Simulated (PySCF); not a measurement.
How methods differ on the fine-structure interval of Xe⁺

Xe⁺ [Kr] 4d10 5s2 5p5 [5p1/2^2 5p3/2^3, M_J = 3/2] → Xe⁺ [Kr] 4d10 5s2 5p5 [5p1/2^1 5p3/2^4, M_J = 1/2], as a difference of total energies. All numbers are calculated (PySCF 2.14, the two-component X2C-1e Hamiltonian, in x2c-TZVPall-2c (8s9p5d2f, 74 functions)). Correlated levels: [Ar] 3d10 frozen; the 6 highest virtual spinors dropped. "Screened" scales the spin-orbit matrix elements by Boettger's factors to mimic the two-electron term; Breit and QED terms are absent.

| method | fine-structure interval (cm⁻¹) | error (cm⁻¹) |
| --- | --- | --- |
| GHF (screened spin-orbit) | 10153 | -384 |
| GMP2 (screened spin-orbit) | 10956 | +419 |
| GHF (bare spin-orbit) | 10564 | +27 |

Reference: 10537 cm⁻¹ (measured; NIST Handbook of Basic Atomic Spectroscopic Data (Sansonetti and Martin, J. Phys. Chem. Ref. Data 34, 1559 (2005))).

Errors of the correlated levels include the incompleteness of this basis and the frozen core.
